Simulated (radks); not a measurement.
Question: These are the eigenvalues of the occupied orbitals of an atom or ion with whole-number occupations (hartree). Method: non-relativistic Kohn-Sham, PBE, spin-polarised, spherical densities, point nucleus; computed with a radial shooting solver on a logarithmic mesh with Libxc functionals.

| orbital | eigenvalue |
|---|---|
| 1s up | -2486.621 |
| 1s down | -2486.610 |
| 2s up | -419.2665 |
| 2s down | -419.2597 |
| 2p up | -402.7797 |
| 2p down | -402.7696 |
| 3s up | -103.9835 |
| 3s down | -103.9445 |
| 3p up | -96.28823 |
| 3p down | -96.25071 |
| 3d up | -81.94104 |
| 3d down | -81.91218 |
| 4s up | -28.62718 |
| 4s down | -28.56897 |
| 4p up | -25.35931 |
| 4p down | -25.29979 |
| 4d up | -19.37865 |
| 4d down | -19.31633 |
| 4f up | -11.44234 |
| 4f down | -11.37095 |
| 5s up | -10.89648 |
| 5s down | -10.75217 |
| 5p up | -9.73578 |

Which element is it, and in what charge state? The configuration may be excited. Open shells, if any, are filled with parallel spins first.

Answer: Z = 76, osmium, charge +13: Os13+ in [Kr] 4d10 4f13 5s2 5p2. The list shows which subshells hold electrons but not how many an open one holds; the 1s level, -2486.6 hartree, gives Z - s = 70.5 by -(Z - s)^2/2, which with screening narrows Z to a few neighbours, and the depths of the outer levels then fix element, charge and occupations together.
